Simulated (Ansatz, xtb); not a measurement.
## Ranking isomers of C4H3B

4 gas-phase structures of C4H3B, found in a search over its isomers (lower ones may exist). Each was relaxed with GFN2-xTB:

A. `C#CBC#C`, a singlet
B. `C#CC1=CB1`, a singlet
C. `C#CB1C=C1`, a singlet
D. `BC#CC#C`, a singlet

Task: Estimate their order in r2SCAN-D4/def2-SVP energy at these geometries, lowest first.

Result: Calculated order at r2SCAN-D4/def2-SVP: C (0.0), B (9.1), A (14.7), D (19.3) kcal/mol.

Energies above the lowest of each column, in kcal/mol; the last columns are at BLYP-D3(BJ)/def2-SVP geometries (a dash: not run or not comparable):

```tsv
structure	GFN2-xTB	HF/STO-3G	r2SCAN-D4/def2-SVP	BLYP-D3(BJ)/def2-SVP	CCSD(T)/def2-SVP + ΔMP2/def2-TZVPP
C	15.5	0.0	0.0	0.0	0.0
B	6.4	9.5	9.1	8.5	10.8
A	8.1	12.3	14.7	7.4	6.3
D	0.0	19.6	19.3	11.5	–
```

CCSD(T)/def2-SVP + ΔMP2/def2-TZVPP puts C lowest of those it was run on; GFN2-xTB picks D. CCSD(T)/def2-SVP + ΔMP2/def2-TZVPP orders those it was run on as C (0.0), A (6.3), B (10.8) kcal/mol. Frequencies (BLYP-D3(BJ)/def2-SVP) were run for A, B, C alone. The ΔMP2 step shifts differences by up to 3.3 kcal/mol, which makes them less sure. ΔMP2 is the change of the MP2 energy from the smaller to the larger basis.

Over these structures GFN2-xTB departs from r2SCAN-D4/def2-SVP by 9.7 kcal/mol on average once a common shift is removed. A GFN2-xTB relaxation took about 0.17 s and the r2SCAN-D4/def2-SVP energy about 2.6 s on a shared host (Ansatz 0.2.0, xtb 6.7.1).
